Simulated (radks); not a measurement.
Results of a calculation; reference values are marked as such.
Task: Ionisation of Sc, [Ar] 3d1 4s2, to Sc+, [Ar] 3d1 4s1, under several functionals. Dirac Kohn-Sham, spin-unpolarised, spherical densities, finite nucleus; open shells fill j = l - 1/2 first; a radial shooting solver on a logarithmic mesh with Libxc functionals. The NIST Atomic Spectra Database gives 6.561 eV (measured). Rank these functionals by the error of their Delta-SCF ionisation energy: LDA (Slater exchange, Perdew-Wang correlation); LDA (Slater exchange, Perdew-Zunger correlation); SOGGA; PBEsol; PW91.

Result: From best to worst: SOGGA 6.802 eV (+0.240); PBEsol 6.902 eV (+0.340); PW91 6.935 eV (+0.373); LDA (Slater exchange, Perdew-Wang correlation) 7.059 eV (+0.498); LDA (Slater exchange, Perdew-Zunger correlation) 7.066 eV (+0.504). Spin polarisation and multiplet splitting are left out, so open shells lie too high by an amount that depends on their filling.

Beside tabulated values, note that spin-unpolarised runs miss the spin-polarisation part of the exchange energy of open shells.
